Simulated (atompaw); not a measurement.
## cadmium: one change to a PAW (atompaw) potential, before and after

| Quantity | Value |
| --- | --- |
| Element | cadmium (Cd) |
| Generator | atompaw 4.2.0.5 |
| Type | PAW |
| Functional | LDA (PW92) |
| Relativity | scalar-relativistic |
| Frozen core | [Ar] 3d10 |
| Valence charge | 20 |
| Reference configuration | 4s2 4p6 4d10 5s2 5p0 |
| Partial waves | 4s (bound): rc 1.10 bohr; 5s (bound): rc 1.90 bohr; 4p (bound): rc 1.75 bohr; 5p (bound, empty): rc 1.60 bohr; 4d (bound): rc 1.90 bohr; 4d channel at 2.4 Ry: rc 1.90 bohr |
| Local potential | troulliermartins scheme with l = 3 at 1 Ry, radius 1.80 bohr |
| Core correction | smooth core density matched at 1.85 bohr |
| Augmentation charge | besselshape compensation charge, radius 1.55 bohr; PAW radius 1.90 bohr; waves and projectors: custom rrkj vanderbiltortho |

Change: wave 4d channel at 2.4 Ry: rc 1.90 bohr becomes 4d channel at -0.21 Ry: rc 1.90 bohr.

Cutoffs: the cutoffs (Ry, on a coarse ladder) from which the occupation-weighted sum of valence levels, in a spherical-Bessel basis at the reference potential, stays within 10 and 1 mRy of its value at 400 Ry; they do not see the model core or the augmentation charge, which bear on the density cutoff.

What does the change do?

The potential gets neither clearly harder nor softer (45 Ry and 80 Ry → 45 Ry and 80 Ry); a bound ghost appears in d, which as a rule spoils a file; the range in which the d phases agree narrows (upper end at the end of the scan → 3.6).

```tsv
quantity	base	changed
cutoff, loose	45 Ry	45 Ry
cutoff, tight	80 Ry	80 Ry
bound ghosts	none	d
s: phases at 1.90 bohr within 0.05 rad from the reference energy up to (Ry; the scan ends near 5)	4.5	4.5
p: phases at 1.90 bohr within 0.05 rad from the reference energy up to (Ry; the scan ends near 5)	to the end of the scan	to the end of the scan
d: phases at 1.90 bohr within 0.05 rad from the reference energy up to (Ry; the scan ends near 5)	to the end of the scan	3.6
lowest overlap eigenvalue by channel	s 0.35, p 0.12, d 0.80	s 0.35, p 0.12, d 1.00
```

 A true bound ghost makes a file unfit for plane-wave use even where its test errors are small: the radial tests pick states by their node count and pass the ghost by. The cutoffs see the waves, projectors and local potential, not the compensation charge or the core.
